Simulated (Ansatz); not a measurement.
Total energies of `[OH][Ta]([OH])([Cl])([Cl])[Cl]`.

```xyz
8

O    -0.345   -0.966   -1.391
Ta   -0.136   -0.243    0.327
O     0.939    1.156   -0.346
Cl    1.593   -1.128    1.546
Cl   -1.659   -1.784    1.193
Cl   -1.532    1.435    1.137
H     0.051   -0.567   -2.172
H     1.090    2.099   -0.294
```

The species carries charge 0 and has multiplicity 1. Correlated methods include outer-core shells of Ta, which these sets cover unevenly. Ta takes the def2 core potential. Geometry: relaxed with PBE0-D4/def2-TZVP. It is one conformer, not always the lowest. Basis def2-TZVPP, Ansatz 0.2.0.

RPA on PBE orbitals: Hartree–Fock energy of these orbitals -1586.08857 Eh, correlation -2.23762 Eh (frozen core).

```csv
functional,energy without D4 (Eh),D4 term (kJ/mol)
LDA (SPW92),-1584.07369,–
B2PLYP,-1589.10499,–
```

(1) Give the same for PBE, revPBE, BLYP, r2SCAN, B97M-V, PBE0, B3LYP, r2SCANh, r2SCAN0, HSE06 (plane-wave form), BHLYP, CAM-B3LYP, LC-ωPBE, ωB97X-V, ωB97M-V, PBE-QIDH. (Estimate.)

B3LYP takes the VWN-RPA correlation (the form of Gaussian; ORCA's B3LYP/G). HSE06 is the plane-wave form, built on full-range PBE exchange. The double hybrids freeze the cores in their second-order part.

Results:

(1) The calculation gave: 
```
             functional  energy without D4 (Eh)  D4 term (kJ/mol)
                    PBE             -1589.01413             -24.8
                 revPBE             -1589.45293             -58.0
                   BLYP             -1589.65245             -51.4
                 r2SCAN             -1589.57636              -6.1
                 B97M-V             -1589.30543                 –
                   PBE0             -1589.06923             -21.6
                  B3LYP             -1589.75689             -40.2
                r2SCANh             -1589.53643              -6.7
                r2SCAN0             -1589.47882              -7.5
HSE06 (plane-wave form)             -1589.03886             -20.5
                  BHLYP             -1589.49128             -35.8
              CAM-B3LYP             -1589.64153             -22.6
                LC-ωPBE             -1589.24275                 –
                ωB97X-V             -1589.40490                 –
                ωB97M-V             -1589.49941                 –
               PBE-QIDH             -1588.71322                 –
```

LC-ωPBE has ω = 0.4 bohr⁻¹.
